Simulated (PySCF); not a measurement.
C2H9ClSi3. Atoms are numbered in the order given.

```xyz
15

C      2.9491    -0.4696     0.0577
C      1.7556     0.1254     0.1423
Cl     1.1847     1.1437    -1.1886
Si     0.5167    -0.0222     1.5584
Si    -1.4516    -1.0318     0.7611
Si    -2.3127     0.0639    -1.1362
H      3.3006    -1.0975     0.8813
H      3.6015    -0.3522    -0.8124
H      1.1562    -0.8277     2.6406
H      0.2093     1.3442     2.0712
H     -1.1620    -2.4610     0.4305
H     -2.4698    -1.0073     1.8570
H     -2.3132     1.5397    -0.9238
H     -1.5052    -0.2703    -2.3419
H     -3.7203    -0.3845    -1.3624
```
Charge 0, spin multiplicity 1.

Geometry optimised at B3LYP-D3(BJ)/def2-SVP. The structure was generated by enumeration, and PubChem lists no compound with its InChIKey, so it may never have been made. One conformer was computed; it need not be the lowest.

Level of theory: PySCF with HF/pcSseg-1.

GIAO shieldings, no solvent; atoms listed in one row are averaged. δ = σ(ref) − σ: ¹³C against TMS (σ = 192.6 ppm); ³⁵Cl against HCl (σ = 958.2 ppm); ²⁹Si against TMS (σ = 393.8 ppm); ¹H against TMS (σ = 31.99 ppm), references at their B3LYP-D3(BJ)/def2-TZVP geometries, non-relativistic (without spin–orbit terms, shifts of atoms bonded to Cl or Br come out too high).

Computed chemical shifts:
| nucleus | atoms | count | δ (ppm) |
|---|---|---|---|
| ¹³C | C2 | 1 | 152.8 |
| ¹³C | C1 | 1 | 143.8 |
| ³⁵Cl | Cl3 | 1 | 181.3 |
| ²⁹Si | Si4 | 1 | -50.5 |
| ²⁹Si | Si6 | 1 | -89.5 |
| ²⁹Si | Si5 | 1 | -101.8 |
| ¹H | H7, H8 | 2 | 6.58 |
| ¹H | H9 | 1 | 4.44 |
| ¹H | H10 | 1 | 4.33 |
| ¹H | H13, H14, H15 | 3 | 3.82 |
| ¹H | H11, H12 | 2 | 3.34 |
